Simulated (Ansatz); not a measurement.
Reaction (cleavage of the Ge–Si bond): `[Cl][GeH2][SiH2]Br` + HI → `[Cl][GeH2][I]` + `[SiH3]Br`

Calculated with Ansatz (gas phase, PBE0-D4/def2-TZVP geometries, no zero-point term in ΔE). CCSD(T)/CBS adds triple-zeta CCSD(T) − MP2 to the extrapolated MP2 energy (def2 sets, frozen cores). Elements past krypton have def2 core potentials. For Br, Ge, I outer-core shells are correlated without core-valence functions, which leaves a few kJ/mol of doubt a bond. Scalar relativity is left out up to krypton. Each species was taken in one conformer, which may not be the lowest.

`[Cl][GeH2][SiH2]Br`:

```xyz
8

Cl   -2.522    0.655    0.374
Ge   -0.396    0.903    0.676
Si    0.651   -0.913   -0.459
Br    0.227   -0.715   -2.628
H    -0.021    2.271    0.090
H    -0.163    0.885    2.196
H     2.122   -0.882   -0.265
H     0.101   -2.205    0.016
```

HI:

```xyz
2

I     0.644    0.215   -0.433
H    -0.644   -0.215    0.433
```

`[Cl][GeH2][I]`:

Z-matrix (Å, degrees):
```
Ge
Cl 1 2.145
I 1 2.499 2 109.2
H 1 1.530 2 107.6 3 118.0
H 1 1.530 2 107.6 3 -118.0
```

`[SiH3]Br`:

Cartesian coordinates in Å:
```
Si -0.044 0.149 0.050
Br 0.554 -1.878 -0.627
H 0.055 0.197 1.526
H -1.438 0.395 -0.385
H 0.872 1.137 -0.564
```

```csv
species,CCSD(T)/CBS(def2) energy (Eh)
`[Cl][GeH2][SiH2]Br`,-5400.77665
HI,-298.03592
`[Cl][GeH2][I]`,-2834.60434
`[SiH3]Br`,-2864.23411
```

Question: Work out ΔE.

Answer: ΔE = (-2834.60434) + (-2864.23411) − (-5400.77665) − (-298.03592) = -0.02588 Eh = -16.2 kcal/mol.

Question: What do rigid-rotor, harmonic-oscillator terms from PBE0-D4/def2-TZVP frequencies (298.15 K, 1 bar) make of the CCSD(T)/CBS value? (Estimate.)

Answer: Ansatz gave: ΔZPE = +1.6 kcal/mol, ΔH = -15.4 kcal/mol, ΔS = 1 J/(mol·K), ΔG = -15.4 kcal/mol. Modes under 50 cm⁻¹ make the entropy rough.

Largest T1 diagnostic among the species: 0.009.

From PBE to PBE0 (25 % exact exchange), in def2-TZVPP and without D4, ΔE moves by −1.1 kcal/mol. Leaving LDA and LC-ωPBE aside and taking each functional with its dispersion term where it has one, the values, not all of them listed here, spread over 3.4 kcal/mol, from BHLYP-D4 to revPBE-D4. LDA lies +1.6 kcal/mol from PBE without D4.
